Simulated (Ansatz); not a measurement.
# Abstraction of H: GeH2(CH3)2 + SnH2(SeH) → GeH(CH3)2 + SnH3(SeH)

Species: GeH2(CH3)2, singlet; SnH2(SeH), doublet; GeH(CH3)2, doublet; SnH3(SeH), singlet. A radical takes H: the energy is the difference in strength between the Ge–H bond broken and the Sn–H bond made.

Shapes, held fixed at every level: PBE0-D4/def2-TZVP. Flexible molecules stand in one conformer, not always the lowest. Programs: Ansatz 0.2.0. The zero-point and thermal change to 298 K, harmonic and unscaled (PBE0-D4/def2-TZVP), is -2.3 kJ/mol.

Q: Estimate ΔH(298 K) of this reaction.

A: The highest level, CCSD(T)/def2-TZVPP, gives ΔH(298 K) = +54.8 kJ/mol; the levels span +54.0 to +64.4. The column of differences is taken from that level and isn't an error. No measured value is set beside it here. Open shells run unrestricted. For atoms past krypton def2 sets carry core potentials with scalar relativity. Relativity is left out for Ge, Se. Outer-core shells of Ge, Se, Sn are correlated, in sets that cover them unevenly. Times are processor times on shared x86 and Arm servers, and rough.

```tsv
level	kind	ΔH(298 K) (kJ/mol)	less CCSD(T)/def2-TZVPP	CPU time (sum over the molecules)
SPW92/def2-TZVPP	LDA	+64.4	+9.6	12 s
PBE-D4/def2-TZVPP	GGA	+60.9	+6.1	22 s
r2SCAN-D4/def2-TZVPP	meta-GGA	+59.7	+4.9	44 s
wB97X-V/def2-TZVPP	range-separated hybrid	+54.0	-0.8	73 s
B2PLYP/def2-TZVPP	double hybrid	+58.7	+3.9	46 s
CCSD(T)/def2-SVP	coupled cluster or CI	+57.0	+2.2	66 s
CCSD/def2-SVP	coupled cluster or CI	+56.1	+1.3	–
CCSD(T)/def2-TZVPP	coupled cluster or CI	+54.8	0.0	14 min
```
